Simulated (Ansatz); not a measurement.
H₆GeOSeSi (SMILES [SiH3]O[Se][GeH3]), singlet, at a GFN2-xTB geometry; CASSCF(4,4)/STO-3G in Ansatz (a quantum-chemistry and plane-wave program).

Ansatz was given this input:
Ansatz 0.2 input:
```yaml
crystal:
  periodic: [false, false, false]
  atoms:
    - {symbol: Se, position_ang: [0.04088076, -0.37079383, 1.08718846]}
    - {symbol: Ge, position_ang: [-0.69324770, 1.43941562, -0.16296445]}
    - {symbol: H, position_ang: [-1.39412951, 2.36192721, 0.79112482]}
    - {symbol: H, position_ang: [0.42751825, 2.19452261, -0.81928322]}
    - {symbol: H, position_ang: [-1.68084045, 1.06423220, -1.23806601]}
    - {symbol: O, position_ang: [1.12920538, -1.18385720, -0.14529148]}
    - {symbol: Si, position_ang: [0.85437310, -1.71852418, -1.65725947]}
    - {symbol: H, position_ang: [-0.22848512, -2.70399914, -1.68402990]}
    - {symbol: H, position_ang: [2.18458579, -2.25351835, -1.91000467]}
    - {symbol: H, position_ang: [0.49046480, -0.58727768, -2.52532204]}
basis:
  gaussian:
    orbitals: STO-3G
hamiltonian:
  xc: hf
magnetization: {spin_polarized: false}
correlation: {active_space: {window: {electrons: 4, orbitals: 4}}}
```

Write the output that Ansatz gives for this input, abridged.


```
Functional definition: HF
617 factors; integrals over basis functions are off by at most 3.2e-5 eV
mean field evaluation 1: about -130294.0261 eV, gradient 1.8e1 eV
mean field evaluation 2: about -130294.0961 eV, gradient 1.8e1 eV
mean field evaluation 4: about -130295.4972 eV, gradient 1.4e0 eV
mean field evaluation 8: about -130295.5102 eV, gradient 1.2e-2 eV
mean field -130295.51016987 eV, -4788.2716812740 hartree, gradient 1.5e-6 eV, S^2 0.000000; 0 other end points of the search recorded, 0 dependent functions left out
reference -130295.51016987 eV, -4788.2716812740 hartree; 47, 47 occupied and 9, 9 virtual orbitals, 617 factors
state -130296.82798180 eV, -4788.3201099690 hartree
Total energy: -130296.82798180 eV, -4788.3201099690 hartree
```
